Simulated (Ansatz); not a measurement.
Geometry optimisation, RKS BLYP/def2-SVP (Ansatz).

Input:

```yaml
crystal:
  periodic: [false, false, false]
  atoms:
    - { symbol: C, position_ang: [-0.156, -1.9449, 0.8826] }
    - { symbol: C, position_ang: [0.1072, -0.671, 0.4545] }
    - { symbol: Al, position_ang: [1.6769, 0.183, 1.2848] }
    - { symbol: C, position_ang: [-0.6203, 0.0421, -0.5893] }
    - { symbol: C, position_ang: [-0.3232, 1.4106, -1.0593] }
    - { symbol: "N", position_ang: [-1.7268, -0.543, -1.1088] }
    - { symbol: H, position_ang: [0.4109, -2.4017, 1.6316] }
    - { symbol: H, position_ang: [-1.0161, -2.4179, 0.4611] }
    - { symbol: H, position_ang: [2.5417, -0.5951, 2.4519] }
    - { symbol: H, position_ang: [2.1656, 1.6517, 0.8904] }
    - { symbol: H, position_ang: [-1.0342, 1.7939, -1.7976] }
    - { symbol: H, position_ang: [-0.3398, 2.125, -0.1633] }
    - { symbol: H, position_ang: [0.6489, 1.4372, -1.488] }
    - { symbol: H, position_ang: [0.26662, -0.08273, -1.2105] }
basis:
  gaussian: { orbitals: def2-SVP }
hamiltonian:
  xc: blyp
relax:
  f_tol: 0.02
  max_steps: 50
```

Launched with:

```bash
$ ansatz run input.yaml --threads 2 --pin off --max-ram 3072MiB --backend cpu --events-out ev --progress --plain --runs-dir out
```

Task: Where does it end, and by what steps?

Result: It converged. After 28 steps the energy has fallen by 6.030 eV; H14 moved furthest, 1.73 Å. Parted: C4–H14 (1.09 → 1.91 Å). Joined: N6–H14 (2.05 → 1.04 Å).

```tsv
step	energy less start (eV)	largest force component (eV/Å)	accepted
0	0.0000	4.310	yes
1	-1.0840	2.243	yes
2	-1.5128	0.873	yes
3	-1.7540	1.011	yes
4	-1.9831	0.942	yes
5	-2.2970	1.213	yes
6	-2.7346	1.754	yes
7	-3.1331	2.179	yes
8	-3.7796	2.161	yes
9	-4.4299	2.090	yes
10	-5.0773	2.751	yes
11	-5.5143	2.143	yes
12	-5.8763	1.338	yes
13	-5.9638	0.623	yes
14	-5.9950	0.303	yes
15	-6.0064	0.152	yes
16	-6.0150	0.078	yes
17	-6.0204	0.069	yes
18	-6.0225	0.207	yes
19	-6.0252	0.157	yes
20	-6.0268	0.056	yes
21	-6.0281	0.042	yes
22	-6.0284	0.102	yes
23	-6.0289	0.049	yes
24	-6.0290	0.057	yes
25	-6.0295	0.026	yes
26	-6.0295	0.024	yes
27	-6.0296	0.024	yes
28	-6.0298	0.010	yes
```

```xyz
14
Properties=species:S:1:pos:R:3
C -0.292 -1.571 1.020
C 0.318 -0.521 0.401
Al 2.031 0.077 1.192
C -0.316 0.092 -0.823
C -0.545 1.596 -0.796
N -0.657 -0.570 -1.880
H 0.150 -2.076 1.896
H -1.270 -1.966 0.682
H 2.603 -0.803 2.393
H 2.809 1.362 0.657
H -1.018 1.917 -1.742
H -1.198 1.881 0.056
H 0.413 2.143 -0.665
H -0.428 -1.574 -1.751
```

The run took 59 s on 2 threads of Intel(R) Xeon(R) Platinum 8488C (Sapphire Rapids), with other jobs on the host, peak memory 0.19 GiB.
